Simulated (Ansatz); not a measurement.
The cluster Zr₂N₂. The state is a singlet with charge 0. Geometry PBE0-D4/def2-TZVP.

Cartesian coordinates in Å:
```
Zr 0.917 -0.436 -0.923
Zr -0.917 0.436 0.924
N -0.497 -1.211 0.078
N 0.497 1.211 -0.079
```

In the def2 sets Zr takes a core potential; there is no spin–orbit coupling. At HF/def2-TZVP, r2SCAN-D4/def2-TZVP the restricted singlet is unstable: a solution with broken spin symmetry lies lower. The restricted singlet is unstable towards broken spin symmetry at other levels; at LDA (SPW92)/def2-TZVP, PBE-D4/def2-TZVPD, PBE0-D4/def2-SVP this wasn't settled. The order of the spin states hangs on the level: the triplet lies 0.22 eV below the singlet at PBE0-D4/def2-TZVP, but 0.25 eV above it at LDA (SPW92)/def2-TZVP. The structure comes from a short search, and lower isomers may exist.

Question: Estimate the orbital energies around the gap (eV) in Ansatz with HF/def2-TZVP, LDA (SPW92)/def2-TZVP, PBE-D4/def2-TZVPD, r2SCAN-D4/def2-TZVP, PBE0-D4/def2-SVP.

Answer: 
| orbital | HF/def2-TZVP | LDA (SPW92)/def2-TZVP | PBE-D4/def2-TZVPD | r2SCAN-D4/def2-TZVP | PBE0-D4/def2-SVP |
| --- | --- | --- | --- | --- | --- |
| HOMO−13 | -41.98 | -31.47 | -31.49 | -32.61 | -34.17 |
| HOMO−12 | -41.38 | -31.19 | -31.25 | -32.34 | -33.83 |
| HOMO−11 | -41.32 | -31.12 | -31.15 | -32.24 | -33.78 |
| HOMO−10 | -41.07 | -31.06 | -31.13 | -32.21 | -33.66 |
| HOMO−9 | -41.00 | -30.89 | -30.93 | -32.03 | -33.54 |
| HOMO−8 | -25.05 | -16.30 | -16.33 | -17.24 | -18.34 |
| HOMO−7 | -24.58 | -15.99 | -16.03 | -16.90 | -17.98 |
| HOMO−6 | -11.14 | -7.23 | -7.00 | -7.12 | -8.15 |
| HOMO−5 | -11.10 | -7.14 | -6.89 | -7.03 | -7.99 |
| HOMO−4 | -11.02 | -6.98 | -6.72 | -6.86 | -7.90 |
| HOMO−3 | -10.76 | -6.62 | -6.42 | -6.62 | -7.73 |
| HOMO−2 | -9.70 | -6.53 | -6.26 | -6.35 | -7.23 |
| HOMO−1 | -9.69 | -6.18 | -5.95 | -6.09 | -6.96 |
| HOMO | -4.69 | -3.72 | -3.50 | -3.51 | -3.93 |
| LUMO | -0.93 | -3.02 | -2.82 | -2.75 | -2.38 |
| LUMO+1 | 0.68 | -2.25 | -1.97 | -1.74 | -1.23 |
| LUMO+2 | 0.75 | -2.07 | -1.89 | -1.67 | -1.14 |
| LUMO+3 | 1.25 | -2.04 | -1.85 | -1.66 | -1.01 |
| LUMO+4 | 1.31 | -2.02 | -1.82 | -1.63 | -0.97 |
| LUMO+5 | 1.71 | -1.90 | -1.69 | -1.50 | -0.89 |
